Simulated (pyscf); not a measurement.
## H₃C–CH•–F (SMILES C[CH]F), doublet

Gas-phase minimum from PySCF at ωB97X-D3(BJ)/def2-SVP, one conformer. Other isomers of H₃C–CH•–F were not searched in full and may lie lower. 

```
C
H 1 1.1002
H 1 1.1028 2 108.58
H 1 1.1085 2 107.98 3 -115.94
C 1 1.4840 2 110.17 4 -122.57
F 5 1.3433 1 115.67 2 -174.15
H 5 1.0967 6 112.98 1 150.47
```
Charge 0, spin multiplicity 2.

Properties at ωB97X-D3(BJ)/def2-SVP:

| Property | Value |
|---|---|
| Harmonic wavenumbers, unscaled | 181, 407, 546, 931, 1013, 1138, 1232, 1366, 1434, 1445, 1470, 3021, 3115, 3174, 3204 cm⁻¹ |
| Zero-point energy | 33.8 kcal/mol |
| Rotational symmetry number | 1 |
| Entropy of this conformer at 298 K and 1 atm, rigid rotor and harmonic oscillator, modes under 100 cm⁻¹ raised to 100 | 272.0 J/(mol K) |
| Dipole moment | 1.52 D |
| Spin expectation value S2 | 0.753 |

Single-point totals, which compare only within one level (frozen core for MP2 and CC):

```csv
level,total energy (hartree)
ωB97X-D3(BJ)/def2-TZVP,-178.51673
PBE/def2-TZVP,-178.26414
r²SCAN/def2-TZVP,-178.38053
B3LYP-D3(BJ)/def2-TZVP,-178.48069
PBE0-D3(BJ)/def2-TZVP,-178.27887
M06-2X/def2-TZVP,-178.38955
ωB97M-D3(BJ)/def2-TZVP,-178.50083
UHF/def2-TZVPP,-177.52686
MP2/def2-TZVPP,-178.09409
CCSD/def2-TZVPP,-178.12187
CCSD(T)/def2-TZVPP,-178.14140
```

Soft torsions are taken as harmonic, which can shift the entropy by several J/(mol K). The CCSD(T) − MP2 part came from Ansatz, without density fitting, on the same reference.
